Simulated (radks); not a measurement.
Results of a calculation; reference values are marked as such.
Fe+, 25 electrons, occupied as [Ne] 3s2 3p4 3d6 4s1 4p2 (not the ground configuration). Level of theory: non-relativistic Kohn-Sham, PBE, spin-unpolarised, spherical densities, point nucleus (a radial shooting solver on a logarithmic mesh with Libxc functionals).

Local quantities along the radius. ELF = 1/(1 + alpha^2) is the electron localisation function; alpha = (tau - tau_W)/tau_unif compares the Pauli kinetic energy density with that of the uniform gas; 4 pi r^2 rho is in e/bohr; -r V(r) is the screened charge that the Kohn-Sham potential presents (atomic units).

| r (bohr) | ELF | alpha | 4 pi r^2 rho | -r V(r) |
|---|---|---|---|---|
| 0.001935 | 1.000 | 0.01397 | 0.5077 | 25.86 |
| 0.00254 | 1.000 | 0.01458 | 0.8477 | 25.80 |
| 0.003308 | 1.000 | 0.01538 | 1.381 | 25.73 |
| 0.004342 | 1.000 | 0.01653 | 2.255 | 25.63 |
| 0.005699 | 1.000 | 0.01819 | 3.620 | 25.50 |
| 0.007421 | 1.000 | 0.02053 | 5.612 | 25.34 |
| 0.00974 | 0.999 | 0.02419 | 8.572 | 25.13 |
| 0.01278 | 0.999 | 0.03002 | 12.61 | 24.84 |
| 0.01665 | 0.998 | 0.03952 | 17.51 | 24.49 |
| 0.02185 | 0.997 | 0.05725 | 23.09 | 24.03 |
| 0.02868 | 0.991 | 0.09289 | 28.08 | 23.45 |
| 0.03765 | 0.971 | 0.1730 | 30.91 | 22.73 |
| 0.04902 | 0.884 | 0.3628 | 30.40 | 21.88 |
| 0.06434 | 0.591 | 0.8325 | 27.08 | 20.84 |
| 0.08446 | 0.300 | 1.529 | 24.11 | 19.59 |
| 0.11 | 0.319 | 1.461 | 25.29 | 18.22 |
| 0.1444 | 0.602 | 0.8124 | 30.80 | 16.70 |
| 0.1895 | 0.802 | 0.4967 | 34.51 | 15.00 |
| 0.2467 | 0.797 | 0.5053 | 30.09 | 13.25 |
| 0.3238 | 0.464 | 1.075 | 19.72 | 11.38 |
| 0.4251 | 0.179 | 2.142 | 13.40 | 9.482 |
| 0.5535 | 0.425 | 1.164 | 14.41 | 7.848 |
| 0.7265 | 0.701 | 0.6534 | 15.35 | 6.216 |
| 0.9536 | 0.647 | 0.7387 | 11.10 | 4.774 |
| 1.242 | 0.340 | 1.395 | 5.632 | 3.672 |
| 1.63 | 0.130 | 2.590 | 2.635 | 2.848 |
| 2.139 | 0.266 | 1.662 | 1.768 | 2.362 |
| 2.786 | 0.537 | 0.9287 | 1.236 | 2.037 |
| 3.656 | 0.462 | 1.079 | 0.5716 | 1.712 |
| 4.799 | 0.164 | 2.261 | 0.1506 | 1.499 |
| 6.249 | 0.019 | 7.258 | 0.02149 | 1.356 |
| 8.203 | 0.001 | 42.30 | 0.001191 | 1.162 |

On this mesh the ELF has minima near r = 0.096, 0.43, 1.6 bohr, which separate the shells, and maxima near 0.22 (0.82), 0.83 (0.71), 3.2 (0.55).
